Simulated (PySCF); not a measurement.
GaCl₂, SMILES [Cl][Ga+][Cl], charge +1. Geometry: r2SCAN-D4/def2-TZVP. The multiplicity is an assumed one; other spin states were not compared. The isomer is the one that the SMILES or the coordinates give; other isomers of the formula were not compared.

Computed equilibrium geometry at r2SCAN-D4/def2-TZVP (PySCF confirms it by a frequency run) as Cartesian coordinates in Å, and its point group:
point group D∞h.
```xyz
3

Ga     0.0000     0.0000     0.0000
Cl     0.0000     0.0000    -2.0207
Cl     0.0000     0.0000     2.0207
```
Charge +1, spin multiplicity 1.
